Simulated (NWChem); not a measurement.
System: AlSiH$_{3}$ClF; SMILES [Al]([Cl])([SiH3])[F]

Here is an NWChem input.

```
start job
memory heap 200 mb stack 900 mb global 1100 mb
geometry units angstroms
  Al    -0.383451    -0.118667     0.001805
  Cl     0.849500    -1.814166    -0.003877
  F     -2.020169    -0.412945    -0.003712
  Si     0.498861     2.145365     0.004706
  H     -0.596700     3.151166     0.144353
  H      1.230836     2.397098    -1.275793
  H      1.464332     2.309883     1.135161
end
basis spherical
  * library 3-21g
end
dft
  xc hfexch
  iterations 150
end
driver
  maxiter 120
end
task dft optimize
task dft freq
```

Excerpt of the output:

```
             Northwest Computational Chemistry Package (NWChem) 7.3.0
             --------------------------------------------------------

 C1  symmetry detected

                             Geometry "geometry" -> ""
                             -------------------------

 Output coordinates in angstroms (scale by  1.889725989 to convert to a.u.)

  No.       Tag          Charge          X              Y              Z
 ---- ---------------- ---------- -------------- -------------- --------------
    1 Al                  13.0000    -0.39233769    -0.14404485     0.00253024
    2 Cl                  17.0000     0.81164826    -1.86024019    -0.00041560
    3 F                    9.0000    -2.03381927    -0.41050418    -0.00113881
    4 Si                  14.0000     0.52828308     2.10468240    -0.00009842
    5 H                    1.0000    -0.54993667     3.12923493     0.13819525
    6 H                    1.0000     1.26342910     2.34121070    -1.28167920
    7 H                    1.0000     1.49728738     2.25520461     1.12928312

 Effective nuclear repulsion energy (a.u.)     239.3061725631

                                Z-matrix (autoz)
                                --------

 Units are Angstrom for bonds and degrees for angles

[...]

      ----------------------
      Optimization converged
      ----------------------

  Step       Energy      Delta E   Gmax     Grms     Xrms     Xmax
  ---- ---------------- -------- -------- -------- -------- --------
@    6   -1086.07787132 -1.8D-07  0.00008  0.00002  0.00101  0.00178
                                     ok       ok       ok       ok

                                Z-matrix (autoz)
                                --------

 Units are Angstrom for bonds and degrees for angles

[...]

 Rotational Constants
 --------------------
 A=   0.138099 cm-1  (  0.198689 K)
 B=   0.059380 cm-1  (  0.085433 K)
 C=   0.042143 cm-1  (  0.060633 K)

 Temperature                      =   298.15K
 frequency scaling parameter      =   1.0000

 Zero-Point correction to Energy  =   18.909 kcal/mol  (  0.030133 au)
 Thermal correction to Energy     =   23.088 kcal/mol  (  0.036793 au)
 Thermal correction to Enthalpy   =   23.680 kcal/mol  (  0.037736 au)

 Total Entropy                    =   85.163 cal/mol-K
   - Translational                =   40.037 cal/mol-K (mol. weight = 111.9492)
   - Rotational                   =   27.924 cal/mol-K (symmetry #  =        1)
   - Vibrational                  =   17.202 cal/mol-K

 Cv (constant volume heat capacity) =   20.314 cal/mol-K
   - Translational                  =    2.979 cal/mol-K
   - Rotational                     =    2.979 cal/mol-K
   - Vibrational                    =   14.355 cal/mol-K

[normal modes left out]

 ----------------------------------------------------------------------------
 Normal Eigenvalue ||           Projected Infra Red Intensities
  Mode   [cm**-1]  || [atomic units] [(debye/angs)**2] [(KM/mol)] [arbitrary]
 ------ ---------- || -------------- ----------------- ---------- -----------
    1       -0.000 ||    0.000307           0.007         0.299       0.059
    2        0.000 ||    0.000633           0.015         0.617       0.122
    3        0.000 ||    0.000086           0.002         0.084       0.017
    4        0.000 ||    0.000909           0.021         0.886       0.175
    5        0.000 ||    0.000046           0.001         0.045       0.009
    6        0.000 ||    0.001164           0.027         1.134       0.224
    7       20.585 ||    0.000007           0.000         0.007       0.001
    8      115.382 ||    0.008650           0.200         8.433       1.667
    9      196.123 ||    0.068570           1.582        66.845      13.216
   10      218.417 ||    0.039442           0.910        38.450       7.602
   11      355.432 ||    0.006283           0.145         6.125       1.211
   12      518.169 ||    0.060927           1.406        59.394      11.743
   13      523.768 ||    0.005282           0.122         5.149       1.018
   14      563.311 ||    0.108057           2.493       105.339      20.827
   15      921.222 ||    0.304456           7.024       296.799      58.682
   16      933.730 ||    0.048776           1.125        47.549       9.401
   17      995.852 ||    0.084834           1.957        82.700      16.351
   18      998.872 ||    0.068099           1.571        66.386      13.126
   19     2283.807 ||    0.077236           1.782        75.294      14.887
   20     2291.607 ||    0.096982           2.237        94.543      18.693
   21     2296.898 ||    0.108784           2.510       106.048      20.967
 ----------------------------------------------------------------------------
```

Level: Hartree-Fock/3-21G.
